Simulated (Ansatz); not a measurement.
Relaxation of BClH6N2 (10 atoms, charge 0, multiplicity 1), to a largest force component of 0.03 eV/Å in at most 50 steps.

The calculation used Ansatz, RKS PBE0-D4/6-31G*.

```xyz
10
Properties=species:S:1:pos:R:3:forces:R:3
B 0.020 -0.174 -0.134 -0.01 -0.18 -0.25
H -0.094 -0.551 0.990 0.04 -0.27 -0.06
N 1.260 -0.056 -0.750 -0.05 -0.01 0.00
H 2.124 -0.268 -0.273 0.00 0.01 -0.02
H 1.365 0.205 -1.721 0.03 -0.01 0.05
Cl -1.454 0.092 -1.101 0.02 -0.04 0.00
N -0.210 2.165 1.310 0.06 -0.53 0.41
H -1.012 2.270 0.695 0.00 -0.01 0.01
H 0.620 2.236 0.728 -0.05 0.03 0.01
H -0.229 1.190 1.657 -0.04 1.01 -0.15
```

Problem. Where does it end, and by what steps?

Solution. It converged. The force dipped under the threshold on the way, but the program's further checks kept it going. After 12 steps the energy has fallen by 0.138 eV; H10 moved furthest, 0.65 Å.

| step | energy less start (eV) | largest force component (eV/Å) | accepted |
| --- | --- | --- | --- |
| 0 | 0.0000 | 1.010 | yes |
| 1 | -0.1055 | 0.389 | yes |
| 2 | -0.0921 | 0.493 | no |
| 3 | -0.1231 | 0.176 | yes |
| 4 | -0.1308 | 0.165 | yes |
| 5 | -0.1343 | 0.107 | yes |
| 6 | -0.1364 | 0.114 | yes |
| 7 | -0.1363 | 0.083 | no |
| 8 | -0.1371 | 0.053 | yes |
| 9 | -0.1375 | 0.028 | yes |
| 10 | -0.1379 | 0.041 | yes |
| 11 | -0.1380 | 0.035 | yes |
| 12 | -0.1381 | 0.009 | yes |

```xyz
10
Properties=species:S:1:pos:R:3
B 0.035 -0.395 -0.262
H -0.070 -0.896 0.815
N 1.277 -0.113 -0.814
H 2.138 -0.334 -0.337
H 1.400 0.281 -1.736
Cl -1.436 -0.037 -1.192
N -0.198 2.418 1.349
H -1.028 2.366 0.763
H 0.577 2.123 0.761
H -0.308 1.694 2.055
```

Whether the end is a true minimum wasn't checked by a vibrational analysis.

Time of the run: 22 s on 2 threads of Arm Neoverse V2, with other jobs on the host, peak memory 0.15 GiB.
